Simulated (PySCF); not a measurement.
C7H11NO.
Numbering: `[CH2:1]=[C:2]1[CH2:3][CH2:4][C@@H:5]([NH:6][CH:7]=[O:8])[CH2:9]1` (hydrogens: H10, H11 on C1; H12, H13 on C3; H14, H15 on C4; H16 on C5; H17 on N6; H18 on C7; H19, H20 on C9)

The same species was optimised twice, with GFN2-xTB and with PBE0-D3(BJ)/def2-SVP (PySCF), and the same property calculations (PySCF, gas phase) were run on both structures.

```json
{"coordinate": "C1=C2 (Å)", "GFN2-xTB": "1.321", "PBE0-D3(BJ)/def2-SVP": "1.335", "change": "+0.014"}
{"coordinate": "C2–C3 (Å)", "GFN2-xTB": "1.508", "PBE0-D3(BJ)/def2-SVP": "1.519", "change": "+0.011"}
{"coordinate": "N6–C7 (Å)", "GFN2-xTB": "1.343", "PBE0-D3(BJ)/def2-SVP": "1.354", "change": "+0.011"}
{"coordinate": "C3–C4 (Å)", "GFN2-xTB": "1.531", "PBE0-D3(BJ)/def2-SVP": "1.538", "change": "+0.007"}
{"coordinate": "C7=O8 (Å)", "GFN2-xTB": "1.205", "PBE0-D3(BJ)/def2-SVP": "1.210", "change": "+0.005"}
{"coordinate": "C5–C9 (Å)", "GFN2-xTB": "1.533", "PBE0-D3(BJ)/def2-SVP": "1.529", "change": "-0.004"}
{"coordinate": "C2–C9 (Å)", "GFN2-xTB": "1.506", "PBE0-D3(BJ)/def2-SVP": "1.509", "change": "+0.003"}
{"coordinate": "C4–C5 (Å)", "GFN2-xTB": "1.534", "PBE0-D3(BJ)/def2-SVP": "1.537", "change": "+0.003"}
{"coordinate": "C5–N6 (Å)", "GFN2-xTB": "1.449", "PBE0-D3(BJ)/def2-SVP": "1.449", "change": "0.000"}
{"coordinate": "C2–C9–C5 (°)", "GFN2-xTB": "104.7", "PBE0-D3(BJ)/def2-SVP": "102.8", "change": "-1.9"}
{"coordinate": "C3–C2–C9 (°)", "GFN2-xTB": "109.0", "PBE0-D3(BJ)/def2-SVP": "107.8", "change": "-1.2"}
{"coordinate": "C4–C5–N6 (°)", "GFN2-xTB": "111.1", "PBE0-D3(BJ)/def2-SVP": "112.2", "change": "+1.1"}
{"coordinate": "N6–C5–C9 (°)", "GFN2-xTB": "110.8", "PBE0-D3(BJ)/def2-SVP": "109.8", "change": "-1.0"}
{"coordinate": "C4–C5–C9 (°)", "GFN2-xTB": "103.2", "PBE0-D3(BJ)/def2-SVP": "102.2", "change": "-1.0"}
{"coordinate": "C1–C2–C3 (°)", "GFN2-xTB": "125.5", "PBE0-D3(BJ)/def2-SVP": "126.2", "change": "+0.7"}
{"coordinate": "C5–N6–C7 (°)", "GFN2-xTB": "123.0", "PBE0-D3(BJ)/def2-SVP": "122.3", "change": "-0.7"}
{"coordinate": "N6–C7–O8 (°)", "GFN2-xTB": "125.6", "PBE0-D3(BJ)/def2-SVP": "125.1", "change": "-0.5"}
{"coordinate": "C4–C5–N6–C7 (°)", "GFN2-xTB": "-121", "PBE0-D3(BJ)/def2-SVP": "-95", "change": "+26"}
{"coordinate": "C5–N6–C7–O8 (°)", "GFN2-xTB": "1", "PBE0-D3(BJ)/def2-SVP": "-1", "change": "-2"}
```

Rotational constants: A = 3785, B = 948.9, C = 874.2 MHz (GFN2-xTB) against A = 3574, B = 994.8, C = 917.5 MHz (PBE0-D3(BJ)/def2-SVP). Point groups within 0.08 Å: C1 and C1.

On the GFN2-xTB structure: HOMO (eV) -7.18 [PBE0/pcSseg-1]; LUMO (eV) -0.05 [PBE0/pcSseg-1]; dipole (D) 3.67 [PBE0/pcSseg-1]; GIAO shielding of C1 (ppm) 71.3 [PBE0/pcSseg-1]; GIAO shielding of C2 (ppm) 28.4 [PBE0/pcSseg-1]; GIAO shielding of C3 (ppm) 153.8 [PBE0/pcSseg-1]; GIAO shielding of C4 (ppm) 149.5 [PBE0/pcSseg-1]; GIAO shielding of C5 (ppm) 137.7 [PBE0/pcSseg-1]; GIAO shielding of N6 (ppm) 114.6 [PBE0/pcSseg-1]; GIAO shielding of C7 (ppm) 28.3 [PBE0/pcSseg-1]; GIAO shielding of O8 (ppm) -73.6 [PBE0/pcSseg-1].

Question: What do these properties become on the PBE0-D3(BJ)/def2-SVP structure?

Answer: 
```tsv
property	level	on GFN2-xTB	on PBE0-D3(BJ)/def2-SVP	change
HOMO (eV)	PBE0/pcSseg-1	-7.18	-7.19	-0.01
LUMO (eV)	PBE0/pcSseg-1	-0.05	-0.14	-0.09
dipole (D)	PBE0/pcSseg-1	3.67	3.55	-0.12
energy, GFN2-xTB geometry as zero (kcal/mol)	PBE0/pcSseg-1	0.0	-0.9	-0.9
GIAO shielding of C1 (ppm)	PBE0/pcSseg-1	71.3	67.7	-3.6
GIAO shielding of C2 (ppm)	PBE0/pcSseg-1	28.4	24.2	-4.2
GIAO shielding of C3 (ppm)	PBE0/pcSseg-1	153.8	154.3	+0.5
GIAO shielding of C4 (ppm)	PBE0/pcSseg-1	149.5	148.0	-1.5
GIAO shielding of C5 (ppm)	PBE0/pcSseg-1	137.7	135.3	-2.4
GIAO shielding of N6 (ppm)	PBE0/pcSseg-1	114.6	114.6	0.0
GIAO shielding of C7 (ppm)	PBE0/pcSseg-1	28.3	24.8	-3.5
GIAO shielding of O8 (ppm)	PBE0/pcSseg-1	-73.6	-93.2	-19.6
```

The heavy atoms differ by 0.261 Å rms after alignment. Among bonds between heavy atoms C1=C2 changes most (+0.014 Å). Changes are differences of the printed values. Neither structure is proved a minimum here.
